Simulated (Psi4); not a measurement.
C4HCoO4, singlet, geometry from GFN2-xTB (such geometries of metal compounds can be far from the true shape); Psi4 with B3LYP/6-31G**.

Psi4 was given this input:
```
memory 2 GB

molecule {
0 1
Co    0.16866841   -0.21594632    0.06853971
O     2.11576714    0.29848456   -2.06833429
C     1.35421924    0.10880843   -1.24378571
O     0.72658796    0.75338840    2.78353125
C     0.50304980    0.38753436    1.72901993
O    -1.56131369    1.99895132   -0.63445186
C    -0.88158165    1.12868977   -0.35823750
O    -1.88689263   -2.27515241   -0.32693741
C    -1.09826619   -1.46809481   -0.17680757
H     1.02823552   -1.31645086    0.41783143
}

set {
  basis 6-31g**
  dft_radial_scheme multiexp
}

energy('b3lyp')
print_variables()
```

The log (banner, timings and long lists left out):

```
   => Loading Basis Set <=

    Name: 6-31G**
    Role: ORBITAL
    Keyword: BASIS

         ---------------------------------------------------------
                                   SCF
               by Justin Turney, Rob Parrish, Andy Simmonett
                          and Daniel G. A. Smith
                              RKS Reference
         ---------------------------------------------------------

  ==> Geometry <==

    Molecular point group: c1
    Full point group: C1

    Geometry (in Angstrom), charge = 0, multiplicity = 1:

       Center              X                  Y                   Z               Mass
    ------------   -----------------  -----------------  -----------------  -----------------
         CO           0.169744688114    -0.217324279727     0.068977063778    58.933194290000
         O            2.116843418114     0.297106600273    -2.067896936222    15.994914619570
         C            1.355295518114     0.107430470273    -1.243348356222    12.000000000000
         O            0.727664238114     0.752010440273     2.783968603778    15.994914619570
         C            0.504126078114     0.386156400273     1.729457283778    12.000000000000
         O           -1.560237411886     1.997573360273    -0.634014506222    15.994914619570
         C           -0.880505371886     1.127311810273    -0.357800146222    12.000000000000
         O           -1.885816351886    -2.276530369727    -0.326500056222    15.994914619570
         C           -1.097189911886    -1.469472769727    -0.176370216222    12.000000000000
         H            1.029311798114    -1.317828819727     0.418268783778     1.007825032230

  Running in c1 symmetry.

  Rotational constants: A =      0.03953  B =      0.03953  C =      0.03203 [cm^-1]
  Rotational constants: A =   1184.97824  B =   1184.97824  C =    960.09547 [MHz]
  Nuclear repulsion =  621.464696487372862

  Charge       = 0
  Multiplicity = 1
  Electrons    = 84
  Nalpha       = 42
  Nbeta        = 42

  ==> Algorithm <==

  SCF Algorithm Type is DF.
  DIIS enabled.
  MOM disabled.
  Fractional occupation disabled.
  Guess Type is SAD.
  Energy threshold   = 1.00e-06
  Density threshold  = 1.00e-06
  Integral threshold = 1.00e-12

  ==> Primary Basis <==

  Basis Set: 6-31G**
    Blend: 6-31G**
    Number of shells: 63
    Number of basis functions: 164
    Number of Cartesian functions: 164
    Spherical Harmonics?: false
    Max angular momentum: 3

  ==> DFT Potential <==

   => LibXC <=

    Version 7.1.2
    S. Lehtola, C. Steigemann, M. J. T. Oliveira, and M. A. L. Marques,  SoftwareX 7, 1–5 (2018) (10.1016/j.softx.2017.11.002)

   => Composite Functional: B3LYP <=

    B3LYP Hyb-GGA Exchange-Correlation Functional

    P. J. Stephens, F. J. Devlin, C. F. Chabalowski, and M. J. Frisch,  J. Phys. Chem. 98, 11623 (1994) (10.1021/j100096a001)

    Deriv               =              1
    GGA                 =           TRUE
    Meta                =          FALSE

    Exchange Hybrid     =           TRUE
    MP2 Hybrid          =          FALSE

   => Exchange Functionals <=

    0.0800   Slater exchange
    0.7200         Becke 88

   => Exact (HF) Exchange <=

    0.2000               HF

   => Correlation Functionals <=

    0.1900   Vosko, Wilk & Nusair (VWN5_RPA)
    0.8100   Lee, Yang & Parr

   => LibXC Density Thresholds  <==

    XC_HYB_GGA_XC_B3LYP:  1.00E-15

   => Molecular Quadrature <=

    Radial Scheme          =       MULTIEXP
    Pruning Scheme         =           NONE
    Nuclear Scheme         =       TREUTLER

    Blocking Scheme        =         OCTREE
    BS radius alpha        =              1
    Pruning alpha          =              1
    Radial Points          =             75
    Spherical Points       =            302
    Total Points           =         224164
    Total Blocks           =           1712
    Max Points             =            256
    Max Functions          =            155
    Weights Tolerance      =       1.00E-15

   => Loading Basis Set <=

    Name: (6-31G** AUX)
    Role: JKFIT
    Keyword: DF_BASIS_SCF

  ==> Integral Setup <==

  SCF_SUBTYPE=INCORE selected. In-core MEM_DF algorithm will be used.
  Using in-core AOs.

  ==> MemDFJK: Density-Fitted J/K Matrices <==

    J tasked:                   Yes
    K tasked:                   Yes
    wK tasked:                   No
    Algorithm:                 Core
    Schwarz Cutoff:           1E-12
    Mask sparsity (%):       5.8522
    Fitting Condition:        1E-10

   => Auxiliary Basis Set <=

  Basis Set: (6-31G** AUX)
    Blend: CC-PVDZ-JKFIT + DEF2-UNIVERSAL-JKFIT
    Number of shells: 259
    Number of basis functions: 1050
    Number of Cartesian functions: 1050
    Spherical Harmonics?: false
    Max angular momentum: 6

  Minimum eigenvalue in the overlap matrix is 9.7367453776E-04.
  Reciprocal condition number of the overlap matrix is 1.4159694875E-04.
    Using symmetric orthogonalization.

  ==> Pre-Iterations <==

  SCF Guess: Superposition of Atomic Densities via on-the-fly atomic UHF (no occupation information).

   -------------------------
    Irrep   Nso     Nmo
   -------------------------
     A        164     164
   -------------------------
    Total     164     164
   -------------------------

  ==> Iterations <==

                           Total Energy        Delta E     RMS |[F,P]|

   @DF-RKS iter SAD: -1835.15768671189107   -1.83516e+03   0.00000e+00
   @DF-RKS iter   1: -1830.46107719372162    4.69661e+00   2.83815e-02 ADIIS/DIIS
   @DF-RKS iter   2: -1762.52206738332916    6.79390e+01   7.31104e-02 ADIIS/DIIS
   @DF-RKS iter   3: -1820.66929934845189   -5.81472e+01   3.44375e-02 ADIIS/DIIS
   @DF-RKS iter   4: -1834.45359604459895   -1.37843e+01   1.66965e-02 ADIIS/DIIS
   @DF-RKS iter   5: -1834.93847980172814   -4.84884e-01   1.58212e-02 ADIIS/DIIS
   @DF-RKS iter   6: -1835.14595371710357   -2.07474e-01   1.45700e-02 ADIIS/DIIS
   @DF-RKS iter   7: -1835.21761735061159   -7.16636e-02   1.45976e-02 ADIIS/DIIS
   @DF-RKS iter   8: -1835.05250486400678    1.65112e-01   1.52776e-02 ADIIS/DIIS
   @DF-RKS iter   9: -1835.32945321195712   -2.76948e-01   1.38870e-02 ADIIS/DIIS
   @DF-RKS iter  10: -1835.55582269074307   -2.26369e-01   1.24497e-02 ADIIS/DIIS
   @DF-RKS iter  11: -1836.35194035459017   -7.96118e-01   6.24146e-03 ADIIS/DIIS
   @DF-RKS iter  12: -1836.57764212685288   -2.25702e-01   2.14269e-03 ADIIS/DIIS
   @DF-RKS iter  13: -1836.60983057578824   -3.21884e-02   2.47435e-04 ADIIS/DIIS
   @DF-RKS iter  14: -1836.61064657502811   -8.15999e-04   1.28581e-04 ADIIS/DIIS
   @DF-RKS iter  15: -1836.61076120178473   -1.14627e-04   2.76372e-05 DIIS
   @DF-RKS iter  16: -1836.61076628157298   -5.07979e-06   2.82836e-06 DIIS
   @DF-RKS iter  17: -1836.61076632489267   -4.33197e-08   1.86604e-06 DIIS
   @DF-RKS iter  18: -1836.61076635930590   -3.44132e-08   3.99427e-07 DIIS
  Energy and wave function converged.

  ==> Post-Iterations <==

   Electrons on quadrature grid:
      Ntotal   =   83.9999713853 ; deviation = -2.861e-05

    Orbital Energies [Eh]
    ---------------------

    Doubly Occupied:

[...]
    Virtual:

[...]
    Final Occupation by Irrep:
              A
    DOCC [    42 ]
    NA   [    42 ]
    NB   [    42 ]

  @DF-RKS Final Energy: -1836.61076635930590

   => Energetics <=

    Nuclear Repulsion Energy =            621.4646964873728621
    One-Electron Energy =               -3769.7024607724133602
    Two-Electron Energy =                1404.7988318223622173
    DFT Exchange-Correlation Energy =     -93.1718338966276036
    Empirical Dispersion Energy =           0.0000000000000000
    VV10 Nonlocal Energy =                  0.0000000000000000
    Total Energy =                      -1836.6107663593058987

Computation Completed

Properties will be evaluated at   0.000000,   0.000000,   0.000000 [a0]

Properties computed using the SCF density matrix

 Multipole Moments:

 ------------------------------------------------------------------------------------
     Multipole            Electronic (a.u.)      Nuclear  (a.u.)        Total (a.u.)
 ------------------------------------------------------------------------------------

 L = 1.  Multiply by 2.5417464519 to convert [e a0] to [Debye]
 Dipole X            :         -0.2722457            0.1708452           -0.1014005
 Dipole Y            :          0.3486178           -0.2187333            0.1298845
 Dipole Z            :         -0.1106002            0.0694243           -0.0411759
 Magnitude           :                                                    0.1698455

 ------------------------------------------------------------------------------------

  Variable Map:
  ----------------------------------------------------------------------------
[...]
  Array Variable Map:
  ----------------------------------------------------------------------------
[...]
[...]
```
